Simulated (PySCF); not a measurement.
Radial density of I⁺ (iodine, charge +1)

UHF, [Kr] 4d10 5s2 5p3 6s1, high-spin 5S determinant (an excited configuration). Calculation: PySCF 2.14, in aug-cc-pwCVTZ-DK3 (10s9p7d4f1g, 109 functions); the spin-free X2C one-electron Hamiltonian (Gaussian nucleus).

| r (bohr) | 4πr²ρ (e/bohr) | 4πr²(ρα − ρβ) |
| --- | --- | --- |
| 0.0268 | 64.03 | 0.0281 |
| 0.0451 | 62.60 | 0.0699 |
| 0.0759 | 87.75 | 0.0633 |
| 0.128 | 70.00 | -0.0153 |
| 0.215 | 72.34 | 0.1549 |
| 0.361 | 45.05 | -0.0015 |
| 0.608 | 26.62 | 0.3741 |
| 1.02 | 16.54 | -0.0135 |
| 1.72 | 4.452 | 1.7510 |
| 2.89 | 1.260 | 0.9278 |
| 4.87 | 0.3202 | 0.3163 |
| 8.18 | 0.02489 | 0.0249 |

Densities and radii are taken from the X2C orbitals without a picture-change correction, which distorts them close to the nucleus.

The outer electron is Rydberg-like, and this basis confines it to a smaller radius and binds it less than a complete one would.

Where is the radial spin density 4πr²(ρα − ρβ) most negative, and why is it negative at all?

Around r = 0.128 bohr, down to -0.0153 e/bohr: exchange with the open shell polarises the paired shells in an unrestricted calculation.
